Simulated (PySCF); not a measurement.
# Distorted geometries of [Yb(MeOH)]3+

[Yb(MeOH)]3+ (singlet in the valence; each metal's 4f electrons, 13 of them, lie in its core potential, out of spins and levels). PySCF 2.14.0, RKS PBE0, Yb lcecp-1-SVP with ECP59, O def2-SVP, H def2-SVP, C def2-SVP; non-relativistic Hamiltonian with scalar-relativistic core potentials where named; density fitting; no spin-orbit coupling. Relaxed geometry:

```xyz
7

Yb   -0.2145    0.0000   -0.2505
O    -0.0789    0.0000    1.7841
H    -0.8685    0.0000    2.3895
C     1.1673    0.0000    2.8680
H     0.9988   -0.9320    3.4292
H     2.0791    0.0000    2.2546
H     0.9988    0.9320    3.4292
```

Problem. Order these distorted geometries by energy above the relaxed one, lowest first.
A.
```xyz
7

Yb   -0.2338    0.1329   -0.0939
O    -0.2151    0.0945    1.7743
H    -0.6923   -0.2525    2.4430
C     1.2426   -0.1035    2.6185
H     0.9900   -0.9307    3.5301
H     1.9347    0.1660    2.0511
H     1.0560    0.8932    3.5808
```
B.
```xyz
7

Yb   -0.2528   -0.0128   -0.2480
O    -0.1106    0.0442    1.8158
H    -0.7914    0.0751    2.4376
C     1.1742   -0.0702    2.7802
H     0.9645   -1.0287    3.4724
H     2.1211    0.0892    2.2891
H     0.9772    0.9032    3.3568
```
C.
```xyz
7

Yb   -0.2350    0.0147   -0.2346
O    -0.0659   -0.0138    1.7538
H    -0.8650    0.0043    2.4235
C     1.1507    0.0267    2.8866
H     1.0275   -0.9626    3.3671
H     2.0814   -0.0225    2.2843
H     0.9883    0.9531    3.4233
```

Solution. C (0.12 eV), B (0.51 eV), A (3.32 eV).

Problem. Which forces (eV/Å) act in the one that lies 0.12 eV up?

Solution. 
```
Yb  -0.04 -0.01 -0.71
O   -1.34  0.27  1.99
H    1.13 -0.10 -1.21
C    1.06 -1.42 -0.96
H   -0.31  0.42  0.35
H   -0.25  0.38  0.12
H   -0.25  0.45  0.41
```
Forces carry noise of the integration grid, about 0.01 to 0.03 eV/Å.

An lcecp potential fixes the number of 4f electrons, so in runs with it no electron can move into or out of that shell.
